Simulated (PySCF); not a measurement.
**How methods differ on the ionisation energy of Cu⁺**

Cu⁺ [Ar] 3d10 (1S) → Cu²⁺ [Ar] 3d9 (2D), as a difference of total energies. All numbers are calculated (PySCF 2.14, scalar relativity through the core potential, in aug-cc-pwCVDZ-PP with ECP10MDF). Correlated levels: valence: 3s2 3p6 frozen. The calculations carry no spin-orbit coupling.

```tsv
method	ionisation energy (eV)
UHF	17.166
MP2 (valence)	20.789
SCS-MP2 (valence)	20.351
CCSD (valence)	19.753
CCSD(T) (valence)	19.980
```

**Question.** How much does correlation contribute at CCSD(T) (valence)?

**Answer.** 19.980 − (17.166) = 2.814 eV, measured against UHF.

The reference lies between the lowest fine-structure levels, while these numbers refer to the centres of the terms.

Errors of the correlated levels include the incompleteness of this basis and the frozen core.

For comparison: 20.292 eV (measured; NIST Atomic Spectra Database, ionization energies).
